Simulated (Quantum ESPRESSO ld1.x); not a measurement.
These are the eigenvalues of the occupied orbitals of an atom or ion with whole-number occupations (eV). Method: scalar-relativistic Kohn-Sham, BLYP, spin-unpolarised, spherical densities, point nucleus; computed with ld1.x of Quantum ESPRESSO 7.5.

orbital  eigenvalue
1s       -29859.264
2s        -6151.652
2p        -5748.268
3s        -2415.564
3p        -2289.082
5s         -784.779

Which element is it, and in what charge state? The configuration may be excited.

Answer. Z = 49, indium, charge +35: In35+ in [Ne] 3s2 3p1 5s1. The list shows which subshells hold electrons but not how many an open one holds; the 1s level, -1097.3 hartree, gives Z - s = 46.8 by -(Z - s)^2/2, which with screening and relativity narrows Z to a few neighbours, and the depths of the outer levels then fix element, charge and occupations together.
